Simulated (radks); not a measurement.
Values are calculated unless marked as measured or tabulated.
Problem. The krypton ion Kr4+, configuration [Ar] 3d9.75 4s2 4p2 4d0.25 (fractional occupations, a model configuration). Code: a radial shooting solver on a logarithmic mesh with Libxc functionals. Model: scalar-relativistic Kohn-Sham, exchange-only r2SCAN, spin-polarised, spherical densities, finite nucleus; open shells are filled with parallel spins first; meta-GGA in the generalised Kohn-Sham scheme; Fermi nuclear charge, rms radius 4.1884 fm. Some entries of the table are withheld. Estimate them.

orbital  occ.  eigenvalue (hartree)  <r> (bohr)
1s up       1             -523.9859     0.04149
1s down     1             -523.9739     0.04149
2s up       1             -71.36386      0.1833
2s down     1             -71.34553      0.1833
2p up       3             -63.27831      0.1601
2p down     3             -63.25747      0.1601
3s up       1             -12.18231      0.5272
3s down     1             -12.14985      0.5274
3p up       3              -9.56512      0.5372
3p down     3              -9.52971      0.5372
3d up       5              -5.25375      0.5487
3d down  4.75              -5.21170      0.5469
4s up       1                   (1)       1.429
4s down     1                   (2)       1.423
4p up       2                   (3)       1.583
4p down     0                   (4)       1.574
4d up    0.25              -1.23599         (5)
4d down     0              -1.02924         (6)
5s up       0              -1.01075       3.147
5p up       0              -0.82990       3.604

Solution. 
(1) 4s up eigenvalue (hartree): -2.79487
(2) 4s down eigenvalue (hartree): -2.61781
(3) 4p up eigenvalue (hartree): -2.15782
(4) 4p down eigenvalue (hartree): -1.97507
(5) 4d up <r> (bohr): 2.037
(6) 4d down <r> (bohr): 1.965
